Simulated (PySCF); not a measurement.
CH3BO, SMILES C([BH3-])#[O+].

Geometry: B3LYP-D3(BJ)/def2-TZVP.

Two levels are set side by side: PBE/def2-TZVPD (PySCF) and B3LYP/def2-TZVPD (PySCF). Same geometry, gas phase. Differences are taken from unrounded values.

| quantity | B3LYP | PBE | PBE minus B3LYP |
|---|---|---|---|
| orbital gap (eV) | 7.66 | 5.81 | -1.85 |
| highest occupied level (eV) | -9.39 | -8.28 | 1.11 |
| lowest empty level (eV) | -1.73 | -2.47 | -0.74 |
| dipole moment (D) | 1.35 | 1.23 | -0.12 |
| mean polarisability (bohr³) | 34.0 | 35.0 | 1.1 |

PBE's occupied levels lie high since its potential decays too fast outside the molecule; exact exchange lowers them and widens the gap. PBE's more diffuse valence density responds more strongly to a field. Differences between two approximate levels are no errors against the true value.

Rough cost on one machine, each run with all the roots and properties that it gave: B3LYP against PBE within a factor of 2.
